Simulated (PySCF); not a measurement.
## ORD: `C[C@@H]1[C@@H](S)[C@]12C[C@@H]2F`, C6H9FS

Geometry:
| atom | x (Å) | y (Å) | z (Å) |
| --- | --- | --- | --- |
| C1 | -1.358 | -1.644 | 0.184 |
| C2 | -0.962 | -0.224 | 0.503 |
| C3 | -0.655 | 0.745 | -0.616 |
| S4 | -1.165 | 2.473 | -0.538 |
| C5 | 0.431 | 0.234 | 0.249 |
| C6 | 1.779 | -0.375 | 0.098 |
| C7 | 1.554 | 0.795 | 1.021 |
| F8 | 1.597 | 0.570 | 2.368 |
| H9 | -0.810 | -2.006 | -0.683 |
| H10 | -1.137 | -2.292 | 1.030 |
| H11 | -2.424 | -1.702 | -0.025 |
| H12 | -1.454 | 0.184 | 1.380 |
| H13 | -0.719 | 0.402 | -1.640 |
| H14 | -0.935 | 2.627 | 0.764 |
| H15 | 1.943 | -1.340 | 0.555 |
| H16 | 2.341 | -0.208 | -0.809 |
| H17 | 1.964 | 1.773 | 0.797 |

Computed with PySCF, TDDFT B3LYP/def2-SVPD circular dichroism and optical rotation, one conformer, gas phase. Geometry: GFN2-xTB.

The molecule is flexible and this is one conformer; a measurement averages over conformers. States above about 6.4 eV lie in this functional's continuum (it starts at minus the energy of the highest occupied orbital, well below the true ionisation energy for most functionals) and depend on the basis.

Stereocentres: C2 S, C3 R, C5 R, C7 S.

Problem. What is the specific rotation at 633, 589.3, 546, 436, 405, 365, 355 nm?

Solution. [α] in deg dm⁻¹ (g/mL)⁻¹:
| λ (nm) | origin-invariant length gauge | modified velocity gauge | length gauge (centre of mass) | isotropic polarisability (au) |
| --- | --- | --- | --- | --- |
| 633 | -119.2 | -112.7 | -118.2 | 93.0 |
| 589.3 | -139.8 | -132.1 | -138.7 | 93.3 |
| 546 | -166.2 | -157.1 | -164.8 | 93.8 |
| 436 | -283.1 | -267.3 | -280.5 | 95.7 |
| 405 | -340.3 | -321.1 | -337.1 | 96.6 |
| 365 | -445.8 | -420.2 | -441.5 | 98.2 |
| 355 | -480.3 | -452.4 | -475.6 | 98.7 |

Problem. And for the mirror image at 589.3 nm?

Solution. +139.8 deg dm⁻¹ (g/mL)⁻¹ (origin-invariant length gauge): the same size and the opposite sign.

Problem. What is the molar rotation [Φ] = [α]·M/100 of the geometry above at 589.3 nm?

Solution. With M = 132.20 g/mol, -184.9 deg cm² dmol⁻¹ (origin-invariant length gauge).

The first excitation lies at 5.26 eV (236 nm) with R = +1.2 × 10⁻⁴⁰ esu² cm² (velocity form).
